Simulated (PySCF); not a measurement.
imidazole (C3H4N2), SMILES c1ncc[nH]1. Heavy atoms are numbered as in [cH:1]1[cH:2][nH:3][cH:4][n:5]1. Hydrogens are named by the atom that carries them.

Geometry optimised at r2SCAN-D4/def2-SVP.

These are ωB97X/def2-TZVP (PySCF) values and carry that method's errors.

ESP charges are fitted to the potential on shells at 1.4 to 2.0 van der Waals radii. Atomic charges (e), one atom of each kind:

```tsv
atom	ESP fit	Mulliken
C1 (CH)	0.14	-0.09
C2 (CH)	-0.33	-0.09
N3 (NH)	-0.20	-0.27
C4 (CH)	0.19	0.09
N5	-0.51	-0.35
H on C1	0.11	0.14
H on C2	0.20	0.16
H on N3	0.31	0.25
H on C4	0.10	0.16
```

Computed Mayer and Wiberg (Löwdin basis) orders of the bonds:
| bond | Mayer | Wiberg |
|---|---|---|
| C1–C2 | 1.65 | 1.78 |
| C2–N3 | 1.16 | 1.47 |
| N3–C4 | 1.22 | 1.55 |
| C1–N5 | 1.34 | 1.60 |
| C4–N5 | 1.66 | 1.95 |
